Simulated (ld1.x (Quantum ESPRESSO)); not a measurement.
gold: one change to a PAW potential, before and after

```
Element                 : Au
Generator               : ld1.x (Quantum ESPRESSO) 7.5
Type                    : PAW
Functional              : PBE
Relativity              : scalar-relativistic
Frozen core             : [Kr] 4d10 4f14 5s2
Valence charge          : 17
Reference configuration : 5p6 5d10 6s1 6p0
Partial waves           : 6s (bound): rcut 2.35, rcutus 2.80 bohr; 6s channel at 0.4 Ry: rcut 2.35, rcutus 2.80 bohr; 5p (bound): rcut 1.85, rcutus 2.15 bohr; 6p (bound, empty): rcut 1.85, rcutus 2.15 bohr; 5d (bound): rcut 1.20, rcutus 1.65 bohr; 5d channel at 0.1 Ry: rcut 1.20, rcutus 1.65 bohr; 5f channel at 0.3 Ry: rcut 1.90, rcutus 2.40 bohr; 5f channel at 1.55 Ry: rcut 1.90, rcutus 2.40 bohr
Local potential         : all-electron potential smoothed inside 1.80 bohr (lloc = -1)
Core correction         : Bessel-smoothed model core inside 0.75 bohr
Augmentation charge     : PSQ, inside the norm-conserving radii
```

Change: waves 5p (bound): rcut 1.76, rcutus 1.86 bohr; 6p (bound): rcut 1.76, rcutus 1.86 bohr.

Cutoffs: the cutoffs (Ry, on a coarse ladder) from which the occupation-weighted sum of valence levels, in a spherical-Bessel basis at the reference potential, stays within 10 and 1 mRy of its value at 400 Ry; they do not see the model core or the augmentation charge, which bear on the density cutoff. Errors are all-electron minus pseudo energies relative to the spin-unpolarised reference configuration.

What does the change do?

Both files keep a bound ghost (s); of the 7 tests that both files solve, the error grows in 3 and shrinks in 2 by more than 15 % and 0.3 meV (median size 12.0 → 37.2 meV).

| quantity | base | changed |
| --- | --- | --- |
| cutoffs, loose and tight | 40 Ry, 70 Ry | not determined |
| bound ghosts | s | s (p not tested, overlap not positive) |
| error for 5p6 5d10 6s0 6p0, meV [ΔE 9.41 eV] | -3.9 | -3.7 |
| error for 5p6 5d9 6s0 6p0, meV [ΔE 30.62 eV] | +36 | -23 |
| error for 5p6 5d8 6s0 6p0, meV [ΔE 64.49 eV] | +111 | -68 |
| error for 5p6 5d9 6s1 6p1, meV [ΔE 7.50 eV] | -7.9 | +380 |
| error for 5p6 5d10 6s0.5 6p0, meV [ΔE 3.77 eV] | -1.6 | -1.5 |
| error for 5p5 5d10 6s1 6p0, meV [ΔE 66.11 eV] | -101 | -238 |
| error for 5p6 5d9 6s1 6p0, meV [ΔE 12.12 eV] | -12 | -37 |
| s: phases at 3.04 bohr within 0.05 rad from the reference energy up to (Ry; the scan ends near 5) | n/a | n/a |
| d: phases at 3.04 bohr within 0.05 rad from the reference energy up to (Ry; the scan ends near 5) | to the end of the scan | to the end of the scan |
| f: phases at 3.04 bohr within 0.05 rad from the reference energy up to (Ry; the scan ends near 5) | 2.6 | 2.6 |
| lowest overlap eigenvalue by channel | s 0.19, p 0.71, d 0.95, f 0.89 | s 0.19, p -127.45, d 0.95, f 0.89 |

Changed file: the overlap operator is not positive definite in a basis up to 400 Ry (lowest eigenvalue p -127.45), so the file is unfit for use: the generalised eigenproblem breaks down once the basis is large enough, and its test numbers describe a broken file. These tests converged, but a pseudo level misses the all-electron one widely, so the file describes the atom poorly there or has found another state: 5p6 5d8 6s0 6p0: empty 6p by 5.0 eV (a node warning on the way). A true bound ghost makes a file unfit for plane-wave use even where its test errors are small: the radial tests pick states by their node count and pass the ghost by.
